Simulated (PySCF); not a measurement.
Radial density of N(3+) (nitrogen, charge +3)

UHF, [He] 2s2, closed-shell 1S. All numbers are calculated (PySCF 2.14, scalar relativity by spin-free X2C-1e, in Sapporo-DZP-2012 (4s3p1d, 18 functions)).

| r (bohr) | 4πr²ρ (e/bohr) |
| --- | --- |
| 0.00434 | 0.04640 |
| 0.00730 | 0.1280 |
| 0.0123 | 0.3401 |
| 0.0207 | 0.8510 |
| 0.0347 | 1.984 |
| 0.0584 | 4.027 |
| 0.0983 | 6.578 |
| 0.165 | 7.371 |
| 0.278 | 4.449 |
| 0.468 | 1.486 |
| 0.787 | 1.870 |
| 1.32 | 1.367 |
| 2.23 | 0.1251 |
| 3.74 | 0.001864 |

Densities and radii are taken from the X2C orbitals without a picture-change correction, which distorts them close to the nucleus.
